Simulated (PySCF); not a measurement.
Q: Give a PBE0-D3(BJ)/def2-SVP geometry of `[SiH3]OC1=CC=NC=C1`.

A: 
```xyz
15
C5H7NOSi angstrom
Si     2.1665    0.2055   -0.2113
O      0.7632   -0.7243   -0.2933
C     -0.5114   -0.3227   -0.1538
C     -1.5294   -1.2710   -0.2944
C     -2.8475   -0.8534   -0.1482
N     -3.2084    0.4012    0.1205
C     -2.2340    1.2954    0.2509
C     -0.8777    0.9978    0.1257
H      2.2920    0.8350    1.1356
H      3.2714   -0.7548   -0.4552
H      2.1401    1.2692   -1.2573
H     -1.2754   -2.3090   -0.5147
H     -3.6593   -1.5823   -0.2560
H     -2.5389    2.3254    0.4708
H     -0.1298    1.7856    0.2467
```

Any rigid rotation of these coordinates is as good. Atoms count from 1 in this order. The 6-membered ring C3–C4–C5–N6–C7–C8 has internal angles of 117.0° to 124.1° (sum 720°, against 720° for a flat polygon); it is planar, 0.00 Å rms from its mean plane, widest ring torsion 0°. The 8 heavy atoms lie in one plane (0.008 Å rms). Of the pairs four or more bonds apart, Si1···H15 is among the closest relative to their van der Waals radii: 2.82 Å, 86 % of the sum of Bondi's values. Si1 (oxygen-bound silicon) is distorted tetrahedral (angles from 104.8° to 111.1°).

Bonds between heavy atoms (Å): Si1–O2 1.685, O2–C3 1.344, C3–C4 1.398, C4–C5 1.390, C5–N6 1.333, N6–C7 1.329, C7–C8 1.394, C3–C8 1.399.

Level of theory: PySCF, PBE0-D3(BJ)/def2-SVP geometry optimisation, gas phase.

No frequency check. The numbers are those of one conformer (Si1–O2–C3–C4 178°).
